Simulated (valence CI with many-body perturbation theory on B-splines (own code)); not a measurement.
**La⁴²⁺: key properties**

Method: valence CI with perturbative core correlation (CI+MBPT): five valence electrons over a frozen Dirac-Fock core [Ne], a basis of 11 s, 11 p, 10 d, 8 f, 5 g, 2 h functions for each j, with the one-electron correlation potential Σ1, the two-electron term Σ2, the three-electron term Σ3, Breit, model QED; selected CI, second order for the rest, scaled by the run's own slope (own B-spline code, finite nucleus).

The last digits are not significant, and no measured levels were compared; by estimate large intervals hold to a few tenths of a per cent, small ones and those within an open d or f shell to about a per cent. Among the levels kept, up to 3200 cm⁻¹ of a level comes from second order outside the variational space, and about a tenth of that is noise between levels of different J, which matters for small intervals.

Levels are named by their leading jj configuration (3d3/2^4 stands for four electrons in 3d with j = 3/2), which in mixed levels can hold well under half, so a name can repeat and another be missing.

Rates and lifetimes use the calculated energies. Strong lines usually hold to 10 to 20 %, long lifetimes can be off by a factor of two.

**Question.** What is the ground level?

**Answer.** (3s^2 3p1/2^2 3p3/2) J=3/2, composition 45 % 3s2.3p3 2P° + 29 % 3s2.3p3 4S° + 25 % 3s2.3p3 2D°, g = 1.384.

**Question.** How well does LS coupling describe the low levels?

**Answer.** Among the lowest 20 levels the leading LS term, summed over configurations, holds 51 % on average. For single configurations the figures are 48 % in LS and 85 % in jj coupling. Terms mix most in the J = 5/2 level at 20.900 Ry, where the leading one holds 30 %.

**Question.** What is the ionisation energy?

**Answer.** 3224.5 eV; NIST lists 3222 ± 4 eV (theoretical).

**Question.** Among levels below 46.088 Ry, which E1 lines absorb most strongly from the ground level?

**Answer.** to (3s^2 3p1/2 3p3/2 3d3/2) J=3/2 at 4.266 nm, f = 0.281; to (3s^2 3p1/2 3p3/2 3d3/2) J=5/2 at 4.360 nm, f = 0.169; to (3s^2 3p1/2 3p3/2 3d3/2) J=1/2 at 4.262 nm, f = 0.104.

**Question.** Where does the other parity begin?

**Answer.** At (3s^2 3p1/2^2 3d3/2) J=3/2, 11.997 Ry.
